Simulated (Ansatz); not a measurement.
Relaxation of C3H5B (9 atoms, charge 0, multiplicity 1), to a largest force component of 0.02 eV/Å in at most 50 steps.

The calculation used RKS B3LYP/def2-SVP in Ansatz 0.2.0.

```xyz
9
Properties=species:S:1:pos:R:3:forces:R:3
B -0.616 1.310 -0.809 -1.03 0.82 -0.09
C -0.025 0.116 -0.121 4.21 -0.39 -3.44
C 0.997 -0.876 -0.044 2.99 3.60 -5.61
C 0.046 -0.842 0.883 -5.61 -2.96 7.79
H -0.146 1.823 -1.788 0.25 -0.14 -0.12
H -1.668 1.831 -0.403 0.59 -0.35 -0.04
H 1.977 -1.312 -0.396 -1.22 0.46 0.32
H -0.735 -1.643 0.728 0.22 0.01 1.52
H 0.259 -0.454 1.931 -0.40 -1.05 -0.33
```

Task: Where does it end, and by what steps?

Result: It converged. After 19 steps the energy has fallen by 1.463 eV; H6 moved furthest, 0.77 Å.

```json
{"step": "0", "energy less start (eV)": "0.0000", "largest force component (eV/Å)": "7.789", "accepted": "yes"}
{"step": "1", "energy less start (eV)": "-1.1946", "largest force component (eV/Å)": "3.118", "accepted": "yes"}
{"step": "2", "energy less start (eV)": "-1.1468", "largest force component (eV/Å)": "3.343", "accepted": "no"}
{"step": "3", "energy less start (eV)": "-1.3754", "largest force component (eV/Å)": "0.989", "accepted": "yes"}
{"step": "4", "energy less start (eV)": "-1.4114", "largest force component (eV/Å)": "0.366", "accepted": "yes"}
{"step": "5", "energy less start (eV)": "-1.4309", "largest force component (eV/Å)": "0.251", "accepted": "yes"}
{"step": "6", "energy less start (eV)": "-1.4257", "largest force component (eV/Å)": "0.351", "accepted": "no"}
{"step": "7", "energy less start (eV)": "-1.4385", "largest force component (eV/Å)": "0.103", "accepted": "yes"}
{"step": "8", "energy less start (eV)": "-1.4442", "largest force component (eV/Å)": "0.089", "accepted": "yes"}
{"step": "9", "energy less start (eV)": "-1.4471", "largest force component (eV/Å)": "0.297", "accepted": "yes"}
{"step": "10", "energy less start (eV)": "-1.4546", "largest force component (eV/Å)": "0.195", "accepted": "yes"}
{"step": "11", "energy less start (eV)": "-1.3855", "largest force component (eV/Å)": "1.196", "accepted": "no"}
{"step": "12", "energy less start (eV)": "-1.4607", "largest force component (eV/Å)": "0.077", "accepted": "yes"}
{"step": "13", "energy less start (eV)": "-1.4607", "largest force component (eV/Å)": "0.119", "accepted": "yes"}
{"step": "14", "energy less start (eV)": "-1.4614", "largest force component (eV/Å)": "0.132", "accepted": "yes"}
{"step": "15", "energy less start (eV)": "-1.4530", "largest force component (eV/Å)": "0.608", "accepted": "no"}
{"step": "16", "energy less start (eV)": "-1.4625", "largest force component (eV/Å)": "0.063", "accepted": "yes"}
{"step": "17", "energy less start (eV)": "-1.4630", "largest force component (eV/Å)": "0.038", "accepted": "yes"}
{"step": "18", "energy less start (eV)": "-1.4632", "largest force component (eV/Å)": "0.035", "accepted": "yes"}
{"step": "19", "energy less start (eV)": "-1.4633", "largest force component (eV/Å)": "0.017", "accepted": "yes"}
```

```xyz
9
Properties=species:S:1:pos:R:3
B -0.592 1.307 -0.863
C 0.096 0.099 -0.269
C 1.078 -0.737 -0.025
C -0.067 -0.948 0.877
H -0.740 1.422 -2.056
H -1.030 2.157 -0.126
H 2.139 -0.937 -0.173
H -0.780 -1.763 0.683
H -0.015 -0.647 1.936
```

Whether the end is a true minimum wasn't checked by a vibrational analysis.

Run time: 46 s on 1 thread of Arm Neoverse V2, with other jobs on the host, peak memory 0.14 GiB.
